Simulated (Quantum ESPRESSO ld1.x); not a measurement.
The numbers below are computed, except where a source is named.
Problem. Species: the nitrogen ion N+. Configuration: [He] 2s2 2p2 (the NIST ground configuration). Code: ld1.x of Quantum ESPRESSO 7.5. Model: scalar-relativistic Kohn-Sham, LDA (Slater exchange, Perdew-Wang correlation), spin-polarised, spherical densities, point nucleus; open shells are filled with parallel spins first. Some entries of the table are withheld. Estimate them.

orbital  occ.  eigenvalue (eV)  <r^2> (bohr^2)
1s up       1         -398.566         0.07254
1s down     1         -397.086         0.07194
2s up       1         -33.5279           1.835
2s down     1         -29.9787           1.962
2p up       2              (1)           1.965
2p down     0              (2)           2.250

Solution. 
(1) 2p up eigenvalue (eV): -22.1107
(2) 2p down eigenvalue (eV): -18.5395
